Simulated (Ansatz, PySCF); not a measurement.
Noncovalent pair: CH4OSe (SMILES CO[SeH]) (first 7 atoms) with CH4 (SMILES C); geometry from B3LYP-D3(BJ)/def2-TZVP, rigid monomers moved along the line of their centres of mass till O2···H12 is 2.45 Å.
(charge 0, multiplicity 1):
```json
[
 {"atom": "C", "x (Å)": "1.8353", "y (Å)": "0.8063", "z (Å)": "0.8019"},
 {"atom": "O", "x (Å)": "0.4378", "y (Å)": "0.7690", "z (Å)": "0.5231"},
 {"atom": "Se", "x (Å)": "-0.2413", "y (Å)": "-0.8850", "z (Å)": "0.2262"},
 {"atom": "H", "x (Å)": "2.0930", "y (Å)": "0.1789", "z (Å)": "1.6584"},
 {"atom": "H", "x (Å)": "2.0649", "y (Å)": "1.8478", "z (Å)": "1.0322"},
 {"atom": "H", "x (Å)": "2.4225", "y (Å)": "0.4897", "z (Å)": "-0.0653"},
 {"atom": "H", "x (Å)": "0.1688", "y (Å)": "-0.9781", "z (Å)": "-1.1963"},
 {"atom": "C", "x (Å)": "-0.0310", "y (Å)": "-0.0288", "z (Å)": "3.6821"},
 {"atom": "H", "x (Å)": "0.2238", "y (Å)": "-1.0087", "z (Å)": "3.2792"},
 {"atom": "H", "x (Å)": "-0.8958", "y (Å)": "-0.1219", "z (Å)": "4.3377"},
 {"atom": "H", "x (Å)": "0.8139", "y (Å)": "0.3586", "z (Å)": "4.2506"},
 {"atom": "H", "x (Å)": "-0.2630", "y (Å)": "0.6514", "z (Å)": "2.8643"}
]
```

Counterpoise-corrected where a basis set is named; no monomer relaxation.

Correlated levels freeze the cores. Filled d and f shells under p-block atoms count as core.

Codes used: Ansatz (Gaussian orbitals); PySCF for the dispersion terms. Values without a source in brackets are computed.

PBE/def2-TZVPPD gives 0.51 kcal/mol for the interaction energy.

Question: How do the other levels lie against it? Give each less PBE: PBE-D3(BJ)/def2-TZVPPD, r2SCAN/def2-TZVPPD, PBE0/def2-TZVPPD, wB97M-V/def2-TZVPPD, MP2/aug-cc-pVDZ, CCSD(T)/aug-cc-pVDZ.

Answer: PBE-D3(BJ)/def2-TZVPPD -1.59; r2SCAN/def2-TZVPPD -0.95; PBE0/def2-TZVPPD -0.05; wB97M-V/def2-TZVPPD -1.51; MP2/aug-cc-pVDZ -1.04; CCSD(T)/aug-cc-pVDZ -0.91 kcal/mol. 0 of 6 lie above PBE; the widest gap is to PBE-D3(BJ)/def2-TZVPPD.

Ansatz is an electronic-structure program.
